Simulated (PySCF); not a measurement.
CH₉Ge₂O₂P.
SMILES: `C[O][GeH2][O][GeH2][PH2]`

Level: B3LYP/def2-SVPD in PySCF, non-relativistic, on one gas-phase PBE0-D3(BJ)/def2-SVP geometry that isn't relaxed in the solvent. The solvent is an IEF-PCM continuum (Bondi radii, 1.10 Å for H, scaled by 1.2), and excitations are vertical TDDFT with non-equilibrium linear response and a frozen core. Specific hydrogen bonds and non-electrostatic terms are outside this model. Spin–orbit coupling is left out although an atom past zinc is present.

Gas-phase singlets (H = HOMO, L = LUMO):

```csv
state,E (eV),λ (nm),f,leading configuration
S1,5.871,211,0.003,H→L 65%
S2,6.173,201,0.063,H→L+1 65%
S3,6.468,192,0.013,H→L+3 51%
S4,6.537,190,0.003,H-1→L 56%
S5,6.557,189,0.140,H→L+2 61%
```

**Question.** Give the list for tetrahydrofuran (ε = 7.426), n² = 1.97.

**Answer.** 
```
state  E (eV)  λ (nm)      f  leading configuration  change by rank (eV)
   S1   5.899     210  0.010                H→L 73%               +0.028
   S2   6.196     200  0.144              H→L+1 75%               +0.023
   S3   6.500     191  0.021              H→L+3 56%               +0.032
   S4   6.525     190  0.185              H→L+2 80%               -0.012
   S5   6.565     189  0.013              H-1→L 64%               +0.008
```

**Question.** How does the list change in methanol (ε = 32.61)?

**Answer.** 
```json
{"state": "S1", "E (eV)": "5.909", "λ (nm)": "210", "f": "0.010", "leading configuration": "H→L 74%", "change by rank (eV)": "+0.038"}
{"state": "S2", "E (eV)": "6.222", "λ (nm)": "199", "f": "0.135", "leading configuration": "H→L+1 76%", "change by rank (eV)": "+0.049"}
{"state": "S3", "E (eV)": "6.515", "λ (nm)": "190", "f": "0.018", "leading configuration": "H→L+3 56%", "change by rank (eV)": "+0.047"}
{"state": "S4", "E (eV)": "6.538", "λ (nm)": "190", "f": "0.174", "leading configuration": "H→L+2 84%", "change by rank (eV)": "+0.001"}
{"state": "S5", "E (eV)": "6.577", "λ (nm)": "189", "f": "0.017", "leading configuration": "H-1→L 60%", "change by rank (eV)": "+0.020"}
```

**Question.** The ground-state energy changes by -0.155 eV from gas to methanol. By how much does the total energy of gas-phase S1 change?

**Answer.** E(S1) = E(S0) + excitation energy, so it changes by -0.155 + 0.038 = -0.117 eV: it is lowered less than the ground state, which is what a blue shift means. This is the vertical state, with the slow part of the continuum still set for S0.

**Question.** How do the frontier levels move from gas to methanol?

**Answer.** 
| orbital | gas (eV) | solvent (eV) | change (eV) |
| --- | --- | --- | --- |
| LUMO+2 | 0.12 | 0.22 | +0.10 |
| LUMO+1 | -0.39 | -0.25 | +0.14 |
| LUMO | -0.45 | -0.37 | +0.08 |
| HOMO | -7.26 | -7.21 | +0.05 |
| HOMO-1 | -7.82 | -7.77 | +0.05 |
| HOMO-2 | -8.24 | -8.20 | +0.04 |
| HOMO-3 | -8.37 | -8.33 | +0.04 |

The HOMO–LUMO gap goes from 6.81 to 6.84 eV.

Conformer computed: `[CH3:1][O:2][GeH2:3][O:4][GeH2:5][PH2:6]`: C1–O2–Ge3–O4 70°, O2–Ge3–O4–Ge5 41°, Ge3–O4–Ge5–P6 35°, H–P6–Ge5–O4 -174°, H–P6–Ge5–O4 -80°.
